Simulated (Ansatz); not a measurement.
Program: Ansatz. Geometries: PBE0-D4/def2-TZVP. ΔE: electronic, gas phase. CCSD(T)/CBS adds triple-zeta CCSD(T) − MP2 to the extrapolated MP2 energy (def2 sets, frozen cores). This one scheme is used for every species. DFT in def2-TZVPP. For Ge outer-core shells are correlated without core-valence functions, which leaves a few kJ/mol of doubt a bond. Scalar relativity is left out up to krypton. Each species was taken in one conformer, which may not be the lowest.

Consider the formal hydrolysis of a Ge–S bond: `[CH3][Ge]([NH2])([F])[SH]` + H₂O → `[CH3][Ge]([NH2])([OH])[F]` + H₂S.

```json
{"level": "r2SCAN", "ΔE (kcal/mol)": "0.6"}
{"level": "MP2/def2-QZVPP", "ΔE (kcal/mol)": "1.5"}
```

**Question.** What does CCSD(T)/CBS give? (Estimate.)

**Answer.** Ansatz gave: +1.0 kcal/mol. The listed levels differ from it by -0.4, 0.5 kcal/mol.

Largest T1 diagnostic among the species: 0.011.

The D4 term adds +1.4 kcal/mol with B3LYP and +0.8 kcal/mol with PBE0; it sums over pairs of atoms, weighted by their polarisabilities, and B3LYP, whose exchange is more repulsive, gets the larger term. In def2-TZVPP, CCSD(T) changes the Hartree–Fock value by +2.8 kcal/mol (the triples alone add +0.6 kcal/mol) and MP2 by +3.8 kcal/mol.

B3LYP here is the variant with VWN-RPA as its local correlation; programs differ in this.
